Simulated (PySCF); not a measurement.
## Adding and removing an electron: Sn2

PBE0; Sn def2-SVP with ECP28; scalar-relativistic core potentials (PySCF 2.14). Neutral (UKS): triplet (π ↑↑), Re = 2.761 Å, ωe = 196 cm⁻¹, De = 2.37 eV, HOMO -5.06 eV, LUMO -3.17 eV.

Sn₂⁺ (UKS): quartet (σ ↑, π ↑↑), Re = 2.788 Å, ωe = 174 cm⁻¹, De = 2.75 eV to Sn⁺ + Sn. The energies at the minima are -428.59552 hartree for Sn2 and -428.34109 for Sn₂⁺.

Problem. Work out the adiabatic ionisation energy, without and with harmonic zero-point energies (1 hartree = 27.2114 eV, 1 eV = 8065.5 cm⁻¹), and the change of the bond length.

Solution. At PBE0: 0.25443 hartree = 6.923 eV between the minima; the zero-point term (174.0 − 196.0)/2 cm⁻¹ = -0.001 eV makes it 6.922 eV. Re changes by +2.7 pm against the neutral. The electron leaves a σ orbital, and the small change of length marks it as nearly non-bonding.

Spin–orbit coupling is left out, which matters for elements this heavy, above all for dissociation energies. States were picked by a PBE0 search and need not be the measured ground states.
